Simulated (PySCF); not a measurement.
# Dipole response of Sb⁺ (antimony, charge +1)

[Kr] 4d10 5s2 5p2, high-spin 3P determinant. Calculation: PySCF 2.14, in def2-QZVPPD with the def2 core potential (28 electrons) (8s6p5d4f1g, 88 functions); a scalar-relativistic core potential. Coupled (time-dependent) response in atomic units; α is the mean over directions.

```json
{"method": "UHF", "mean α (bohr³)": "25.79", "α xx, yy, zz": "24.39, 26.49, 26.49", "C₆ (like pair)": "215.8", "S(−4)": "170.8"}
{"method": "PBE", "mean α (bohr³)": "25.42", "α xx, yy, zz": "23.13, 26.57, 26.57", "C₆ (like pair)": "209.9", "S(−4)": "174.7"}
{"method": "PBE0", "mean α (bohr³)": "25.17", "α xx, yy, zz": "23.23, 26.14, 26.14", "C₆ (like pair)": "208.1", "S(−4)": "166.2"}
{"method": "wB97X-V", "mean α (bohr³)": "25.06", "α xx, yy, zz": "23.33, 25.93, 25.93", "C₆ (like pair)": "207.1", "S(−4)": "163.7"}
```

S(−4) is the Cauchy moment in α(ω) = α(0) + S(−4) ω² + …

Spin-orbit coupling is absent.

α(iu) at PBE:

```tsv
u (hartree)	α(iu) (bohr³)
0	25.42
0.0500	25.00
0.100	23.81
0.200	20.16
0.300	16.29
0.500	10.57
0.750	6.749
1.00	4.775
1.50	2.903
2.00	2.027
3.00	1.187
5.00	0.5559
```

A single London oscillator, α(iu) = α/(1 + u²/ω²), gives C₆ = (3/4) ω α². Matching the computed C₆ needs ω = 4 × 209.9 / (3 × 25.42²) = 0.433 hartree.

For an ion, C₆ is the dispersion term alone; charge-induced terms of lower order in 1/R come first.

The components differ because the open shell of this determinant is not spherical; for a pure term their mean is the scalar polarisability.

Energies and moments cover only the electrons outside the core potential.
